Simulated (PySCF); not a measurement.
# UHF on Kr⁺ (krypton, charge +1)

Configuration: [Ar] 3d10 4s2 4p5, 2P determinant. Calculation: PySCF 2.14, in x2c-TZVPall; scalar relativity by spin-free X2C-1e.

```json
{"Total energy": "-2787.699412 hartree", "One-electron energy": "-3861.0393 hartree", "Hartree (Coulomb) energy": "1168.5799 hartree", "Exchange energy": "-95.2400 hartree", "⟨S²⟩": "0.7575", "⟨L²⟩": "2.029", "Sum of ⟨r⟩": "23.52 bohr", "Sum of ⟨r²⟩": "31.74 bohr²", "Traceless quadrupole moment −½Σ⟨3z² − r²⟩ along its main axis": "1.54 e·bohr²", "Langevin diamagnetic susceptibility": "-25.1 ×10⁻⁶ cm³/mol", "Time after the integrals": "0.3 s of wall time on 1 thread of Neoverse-N1 (shared host)"}
```

| shell | electrons | mean orbital energy (hartree) | spread (hartree) | rms radius, mean of both spins (bohr) |
| --- | --- | --- | --- | --- |
| 1s α | 1 | -529.80284 | 0 | 0.0478 |
| 1s β | 1 | -529.79719 | 0 | 0.0478 |
| 2s α | 1 | -72.49288 | 0 | 0.199 |
| 2s β | 1 | -72.48971 | 0 | 0.199 |
| 2p α | 3 | -63.95969 | 0.00990 | 0.177 |
| 2p β | 3 | -63.95323 | 0.00421 | 0.177 |
| 3s α | 1 | -11.66599 | 0 | 0.565 |
| 3s β | 1 | -11.65528 | 0 | 0.565 |
| 3p α | 3 | -8.85804 | 0.02929 | 0.581 |
| 3p β | 3 | -8.84380 | 0.00483 | 0.581 |
| 3d α | 5 | -4.19063 | 0.02736 | 0.611 |
| 3d β | 5 | -4.18340 | 0.01444 | 0.611 |
| 4s α | 1 | -1.63096 | 0 | 1.67 |
| 4s β | 1 | -1.51060 | 0 | 1.67 |
| 4p α | 3 | -0.93963 | 0.07787 | 1.97 |
| 4p β | 2 | -0.89035 | 0 | 1.97 |

Densities and radii are taken from the X2C orbitals without a picture-change correction, which distorts them close to the nucleus.
